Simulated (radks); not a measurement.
The numbers below are computed, except where a source is named.
Task: These are the eigenvalues of the occupied orbitals of an atom or ion with whole-number occupations (eV). Code: a radial shooting solver on a logarithmic mesh with Libxc functionals. Model: Dirac Kohn-Sham, PBEsol, spin-unpolarised, spherical densities, finite nucleus; Fermi nuclear charge, rms radius of each element as measured or else 0.836 A^(1/3) + 0.57 fm.

orbital  eigenvalue
1s1/2     -80602.92
2s1/2     -14229.28
2p1/2     -13651.54
2p3/2     -11817.08
3s1/2     -3374.446
3p1/2     -3113.478
3p3/2     -2708.723
3d3/2     -2273.329
3d5/2     -2186.299
4s1/2     -748.8705
4p1/2     -637.4016
4p3/2     -540.2423
4d3/2     -357.3612
4d5/2     -339.2636
5s1/2     -129.5996
4f5/2     -104.6631
4f7/2     -100.8501
5p1/2      -93.3466
5p3/2      -76.7183
5d3/2      -28.3398
5d5/2      -26.6307

Which element is it, and in what charge state? The configuration may be excited. Open shells, if any, fill j = l - 1/2 first.

Result: Z = 79, gold, charge +2: Au2+ in [Xe] 4f14 5d9. The list shows which subshells hold electrons but not how many an open one holds; the 1s level, -2962.1 hartree, gives Z - s = 77.0 by -(Z - s)^2/2, which with screening and relativity narrows Z to a few neighbours, and the depths of the outer levels then fix element, charge and occupations together.
